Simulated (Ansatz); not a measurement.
Born–Oppenheimer molecular dynamics of C$_{2}$H$_{7}$AlB$_{2}$O (13 atoms, charge 0, multiplicity 1). It goes on from the last frame of an earlier run, with new velocities.

All numbers below come from RKS CAM-B3LYP/STO-3G in Ansatz.

```
ensemble                      : NVE (velocity Verlet)
time step                     : 0.5 fs
steps asked                   : 400
starting velocities drawn for : 400 K
seed                          : 67943
```

Frames 10 fs apart, positions in Å, forces in eV/Å.

Velocities at 5.0 fs (Å/ps):

```
C -1.52 0.45 -5.09
O 8.62 7.18 -2.16
Al -1.06 -0.86 2.24
B 3.66 -7.86 3.38
C 3.56 8.18 -3.20
B -7.30 -1.53 1.76
H -33.81 -15.39 -42.02
H -15.14 -7.70 7.97
H -0.37 -3.08 9.04
H -19.09 -16.70 -4.16
H -39.97 -30.34 3.60
H 17.11 -47.31 25.48
H -2.23 27.50 18.13
```

```xyz
13
Properties=species:S:1:pos:R:3:forces:R:3 time_fs=5.0 energy_less_start_eV=-0.284 T=598
C -0.536 -1.582 2.369 0.05 3.79 0.10
O 0.416 -1.435 1.248 -0.55 -1.15 1.15
Al 0.218 -0.585 -0.187 -0.78 0.32 0.85
B 1.184 0.049 -1.808 0.64 0.25 -1.93
C 0.474 1.480 -1.637 0.47 -0.76 0.27
B -0.805 1.050 -0.763 0.44 0.42 -0.39
H -1.186 -2.459 2.361 0.23 -0.99 -0.29
H -1.313 -0.697 2.441 1.55 -1.41 -0.25
H 0.049 -1.526 3.353 -0.69 -0.44 -1.23
H 1.799 -0.158 -2.846 -0.58 -0.12 1.35
H 0.518 2.179 -2.482 -0.57 0.03 0.05
H 1.275 1.852 -0.951 -0.33 0.10 0.44
H -1.870 1.542 -0.863 0.12 -0.05 -0.12
13
Properties=species:S:1:pos:R:3:forces:R:3 time_fs=15.0 energy_less_start_eV=-0.361 T=652
C -0.550 -1.555 2.271 0.49 0.91 1.05
O 0.484 -1.394 1.275 0.38 0.06 0.34
Al 0.194 -0.581 -0.161 -0.29 0.57 -0.09
B 1.189 0.007 -1.805 -0.23 -0.35 -1.23
C 0.490 1.456 -1.624 -0.57 -1.56 0.76
B -0.830 1.057 -0.763 1.21 -0.05 0.01
H -1.044 -2.490 2.018 -1.30 -0.48 0.03
H -1.303 -0.669 2.398 1.22 -1.65 -0.25
H -0.058 -1.788 3.280 -0.57 0.78 -1.04
H 1.699 -0.453 -2.818 -0.47 0.81 1.12
H 0.335 2.191 -2.404 0.57 0.45 -0.45
H 1.193 1.815 -0.835 -0.26 0.59 -0.07
H -1.800 1.709 -0.763 -0.17 -0.08 -0.17
13
Properties=species:S:1:pos:R:3:forces:R:3 time_fs=25.0 energy_less_start_eV=-0.293 T=604
C -0.546 -1.583 2.151 -1.65 2.40 2.65
O 0.575 -1.359 1.318 0.41 -0.18 -1.14
Al 0.162 -0.560 -0.138 0.64 -0.47 0.26
B 1.135 -0.026 -1.802 0.69 -0.85 0.29
C 0.484 1.384 -1.594 0.49 0.56 -1.05
B -0.788 1.072 -0.764 -1.00 -0.30 0.09
H -1.270 -2.342 1.847 0.10 -1.13 -0.30
H -1.250 -0.663 2.260 1.19 -0.98 -0.06
H -0.199 -1.795 3.218 -0.41 -0.12 -1.19
H 1.678 -0.477 -2.777 -0.60 0.72 0.55
H 0.524 2.115 -2.386 -0.37 0.46 -0.80
H 0.868 1.983 -0.746 0.87 -0.31 0.66
H -1.737 1.735 -0.799 -0.37 0.19 0.04
13
Properties=species:S:1:pos:R:3:forces:R:3 time_fs=35.0 energy_less_start_eV=-0.127 T=488
C -0.610 -1.579 2.095 2.37 1.61 1.05
O 0.677 -1.335 1.312 -2.08 -0.77 0.98
Al 0.148 -0.551 -0.106 0.34 -0.21 0.33
B 1.096 -0.079 -1.742 0.23 1.11 -1.60
C 0.511 1.384 -1.620 -1.48 -1.92 1.29
B -0.816 1.083 -0.765 0.50 -0.13 -0.46
H -1.212 -2.377 1.663 -0.73 -0.17 -0.50
H -1.160 -0.579 2.194 0.07 -1.61 0.08
H -0.341 -1.958 3.135 -0.18 0.67 -1.03
H 1.512 -0.268 -2.821 0.19 -0.88 0.17
H 0.510 2.043 -2.458 0.35 1.21 -0.51
H 0.982 1.744 -0.694 0.76 1.02 0.24
H -1.770 1.744 -0.808 -0.32 0.07 -0.04
13
Properties=species:S:1:pos:R:3:forces:R:3 time_fs=45.0 energy_less_start_eV=-0.084 T=457
C -0.569 -1.558 2.025 -1.60 -0.24 2.22
O 0.680 -1.343 1.346 -0.15 0.76 -0.20
Al 0.148 -0.547 -0.069 0.68 0.77 -1.02
B 1.078 -0.078 -1.783 -0.76 -0.54 0.35
C 0.495 1.384 -1.597 -0.04 -0.37 0.17
B -0.835 1.092 -0.785 0.92 -0.59 0.82
H -1.198 -2.231 1.442 -0.45 -1.14 0.00
H -1.317 -0.718 2.228 1.42 -0.01 -0.23
H -0.396 -2.021 3.043 -0.07 0.21 -0.92
H 1.475 -0.606 -2.735 0.34 0.28 -0.50
H 0.561 2.176 -2.300 -0.47 0.79 -1.88
H 1.270 1.742 -0.918 0.29 0.00 1.48
H -1.844 1.671 -0.859 -0.12 0.07 -0.28
13
Properties=species:S:1:pos:R:3:forces:R:3 time_fs=55.0 energy_less_start_eV=-0.050 T=433
C -0.602 -1.605 2.009 0.95 1.28 2.78
O 0.665 -1.323 1.371 0.24 -0.46 -0.98
Al 0.171 -0.523 -0.061 0.56 0.01 -0.56
B 1.024 -0.116 -1.838 -0.69 1.20 1.97
C 0.506 1.435 -1.592 -0.81 -3.93 0.57
B -0.802 1.073 -0.756 0.19 0.06 -0.48
H -1.266 -2.295 1.507 -0.94 -0.33 -0.91
H -1.064 -0.593 2.223 -0.68 -1.35 0.19
H -0.387 -2.126 2.988 -0.22 0.63 -0.47
H 1.567 -0.614 -2.711 0.26 0.06 -1.10
H 0.429 2.052 -2.434 0.39 1.98 -1.30
H 1.227 1.677 -0.811 0.86 0.92 0.08
H -1.834 1.519 -1.084 -0.11 -0.07 0.23
13
Properties=species:S:1:pos:R:3:forces:R:3 time_fs=65.0 energy_less_start_eV=0.022 T=384
C -0.638 -1.643 2.078 1.01 1.77 1.10
O 0.650 -1.320 1.357 -1.72 -0.65 1.10
Al 0.210 -0.498 -0.068 -0.12 -0.51 0.54
B 0.974 -0.103 -1.836 0.49 1.41 0.48
C 0.515 1.392 -1.627 -0.80 -0.17 1.85
B -0.764 1.057 -0.753 -0.44 0.08 -0.69
H -1.335 -2.203 1.480 -0.44 -1.41 -0.66
H -1.298 -0.777 2.399 1.14 -0.10 -0.27
H -0.410 -2.181 3.037 -0.02 0.02 -0.87
H 1.455 -0.266 -2.835 0.66 -1.20 -1.51
H 0.515 2.144 -2.354 -0.62 1.03 -2.51
H 1.247 1.864 -0.972 0.80 -0.54 1.21
H -1.846 1.312 -1.129 0.05 0.26 0.22
13
Properties=species:S:1:pos:R:3:forces:R:3 time_fs=75.0 energy_less_start_eV=-0.096 T=466
C -0.632 -1.653 2.125 0.90 -0.35 1.41
O 0.558 -1.350 1.387 0.81 0.48 -0.77
Al 0.249 -0.490 -0.059 0.44 -0.45 -0.09
B 1.013 -0.028 -1.894 -0.72 -0.78 1.98
C 0.497 1.440 -1.643 -0.72 -2.39 0.74
B -0.755 1.045 -0.795 -0.29 0.07 0.34
H -1.233 -2.336 1.553 -1.71 -0.34 -0.80
H -1.203 -0.766 2.518 0.12 -0.70 -0.27
H -0.323 -2.326 2.966 -0.13 0.85 0.24
H 1.261 -0.463 -2.918 0.45 -0.24 -0.94
H 0.412 1.978 -2.525 0.26 2.52 -1.62
H 1.332 1.617 -0.945 0.28 1.15 -0.02
H -1.872 1.335 -1.023 0.31 0.18 -0.20
13
Properties=species:S:1:pos:R:3:forces:R:3 time_fs=85.0 energy_less_start_eV=-0.065 T=444
C -0.630 -1.727 2.183 0.32 3.01 2.14
O 0.499 -1.366 1.383 0.64 -0.83 -0.62
Al 0.298 -0.495 -0.052 -0.32 0.37 -0.86
B 1.036 -0.032 -1.903 -0.56 0.73 1.07
C 0.468 1.480 -1.726 1.22 -1.69 2.35
B -0.765 1.043 -0.812 0.14 0.81 -0.36
H -1.470 -2.222 1.746 -0.70 -1.73 -1.11
H -1.142 -0.807 2.570 0.25 -0.02 0.07
H -0.282 -2.219 3.120 -0.16 -0.49 -0.60
H 1.203 -0.605 -2.895 0.22 0.03 -0.54
H 0.445 2.309 -2.369 -0.80 0.90 -2.54
H 1.247 1.904 -1.038 -0.30 -0.76 0.71
H -1.812 1.536 -1.048 0.05 -0.33 0.28
13
Properties=species:S:1:pos:R:3:forces:R:3 time_fs=95.0 energy_less_start_eV=-0.081 T=455
C -0.670 -1.710 2.284 2.97 0.34 -0.82
O 0.473 -1.422 1.351 -0.59 -0.29 0.73
Al 0.335 -0.489 -0.068 -1.21 0.40 0.48
B 1.029 -0.007 -1.862 0.70 1.12 -0.39
C 0.484 1.497 -1.777 -0.75 -3.23 2.81
B -0.755 1.082 -0.842 -0.05 -0.48 0.20
H -1.331 -2.389 1.787 -1.83 -0.28 -0.84
H -1.146 -0.804 2.717 -0.18 -0.37 -0.15
H -0.271 -2.377 3.081 0.19 0.80 0.27
H 1.252 -0.499 -2.912 -0.24 -0.03 0.23
H 0.256 2.093 -2.613 0.48 1.67 -1.28
H 0.927 1.949 -0.827 0.15 0.42 -1.22
H -1.824 1.584 -0.922 0.35 -0.07 -0.03
13
Properties=species:S:1:pos:R:3:forces:R:3 time_fs=105.0 energy_less_start_eV=0.017 T=386
C -0.619 -1.706 2.284 -0.32 0.97 1.10
O 0.425 -1.491 1.343 0.80 0.99 -1.73
Al 0.333 -0.472 -0.069 -0.59 -0.60 1.38
B 1.082 0.072 -1.826 0.96 -2.44 -0.39
C 0.438 1.430 -1.790 1.41 2.66 1.12
B -0.747 1.079 -0.849 -1.00 -0.17 0.65
H -1.476 -2.236 1.885 -0.43 -1.45 -0.46
H -1.163 -0.849 2.738 0.72 0.84 -0.21
H -0.176 -2.220 3.166 -0.34 -0.40 -0.34
H 1.173 -0.460 -2.898 0.13 0.25 0.77
H 0.512 1.983 -2.687 -1.14 0.88 -1.79
H 0.873 2.238 -1.086 -0.28 -1.51 0.08
H -1.772 1.653 -0.816 0.10 -0.01 -0.17
13
Properties=species:S:1:pos:R:3:forces:R:3 time_fs=115.0 energy_less_start_eV=-0.069 T=447
C -0.614 -1.675 2.289 2.16 0.66 -0.25
O 0.412 -1.523 1.261 0.27 -1.16 0.28
Al 0.310 -0.469 -0.031 -0.17 0.64 -0.53
B 1.182 0.040 -1.776 -1.28 0.15 -1.66
C 0.438 1.484 -1.846 0.30 -1.89 3.81
B -0.792 1.058 -0.815 1.17 0.65 -0.63
H -1.436 -2.320 2.009 -1.27 0.04 -0.73
H -0.866 -0.646 2.574 -1.19 -0.12 0.73
H -0.195 -2.219 3.164 0.35 0.46 0.01
H 1.265 -0.562 -2.836 0.32 0.47 1.17
H 0.114 1.974 -2.750 0.57 0.77 -0.58
H 0.996 2.130 -1.047 -1.05 -0.36 -1.68
H -1.755 1.730 -0.835 -0.20 -0.31 0.06
```

Of the whole run (200 fs, mean temperature of the second half 474 K): The conserved energy stayed within 0.43 meV per atom of its start (net change -0.19 meV per atom), so the integration is sound. A run of 0.2 ps of so small a system gives no equilibrium averages. Limits of this set-up: minimal basis.

The run took 14 min on 1 thread of Arm Neoverse V2, with other jobs on the host, peak memory 0.1 GiB.
